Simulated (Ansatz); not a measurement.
Input and output for H4HfS4 (`[SH][Hf]([SH])([SH])[SH]`).

```yaml
crystal:
  periodic: [false, false, false]
  atoms:
    - {symbol: S, position_ang: [-0.452012, 0.945200, -2.188788]}
    - {symbol: Hf, position_ang: [0.000618, -0.000104, -0.000419]}
    - {symbol: S, position_ang: [2.382934, -0.314806, 0.335770]}
    - {symbol: S, position_ang: [-1.177883, -2.119184, 0.089805]}
    - {symbol: S, position_ang: [-0.751315, 1.488422, 1.762043]}
    - {symbol: H, position_ang: [-0.584375, 2.173858, -1.649474]}
    - {symbol: H, position_ang: [2.596864, -0.246771, -0.993735]}
    - {symbol: H, position_ang: [-0.136821, -2.690715, 0.728178]}
    - {symbol: H, position_ang: [-1.878010, 0.764112, 1.916629]}
basis:
  gaussian: {orbitals: def2-SVP}
hamiltonian: {xc: {name: HF}}
correlation: {method: ccsd_t, electrons: outside_noble_gas}
scf: {lower_state_search: off}
```

```sh
$ ansatz run in.yaml --threads 2 --pin off --events-out ev --progress --plain --max-ram 22528MiB --backend cuda --devices 0, --max-vram 18GiB
```

Output, abridged:

```
Functional definition: HF
1172 factors; integrals over basis functions are off by at most 1.3e-3 eV
mean field evaluation 1: about -44613.1122 eV, gradient 2.9e1 eV
mean field evaluation 2: about -44613.1306 eV, gradient 2.9e1 eV
mean field evaluation 4: about -44616.2574 eV, gradient 3.6e0 eV
mean field evaluation 8: about -44616.3318 eV, gradient 6.0e-4 eV
mean field -44616.33182709 eV, -1639.6199526098 hartree, gradient 3.7e-6 eV, S^2 0.000000; 0 other end points of the search recorded, 0 dependent functions left out
24 core orbitals not correlated: weight in the atoms' cores, before any rotation towards them, 0.997 or more for the frozen orbitals, at most 0.002 for the correlated occupied ones
reference -44616.33182709 eV, -1639.6199526098 hartree; 16, 16 occupied and 84, 84 virtual orbitals, 1172 factors
second order -17.19442262 eV of doubles, -0.00000000 eV of singles
cycle   1  -18.12987845 eV  change   -9.4e-1 eV  update   1.4e-1
cycle   2  -18.61751675 eV  change   -4.9e-1 eV  update   4.9e-2
cycle   3  -18.79656164 eV  change   -1.8e-1 eV  update   2.7e-2
cycle   4  -18.79279163 eV  change    3.8e-3 eV  update   6.4e-3
cycle   5  -18.78950176 eV  change    3.3e-3 eV  update   2.4e-3
cycle   6  -18.78895767 eV  change    5.4e-4 eV  update   8.5e-4
cycle   7  -18.78891289 eV  change    4.5e-5 eV  update   3.0e-4
cycle   8  -18.78909402 eV  change   -1.8e-4 eV  update   9.5e-5
cycle   9  -18.78911673 eV  change   -2.3e-5 eV  update   3.2e-5
perturbative correction -0.70985726 eV, -0.0260867732 hartree
Total energy: -44635.83080108 eV, -1640.3365266870 hartree
Checks for a lower state left out: stability, starts, cluster_reference, orbital_swaps, neighbouring_geometries, increment
```

Run time 3 s (2 threads of an AMD EPYC 7R13 on a shared host and a share of an NVIDIA H100 80 GB); peak host memory 0.81 GiB.
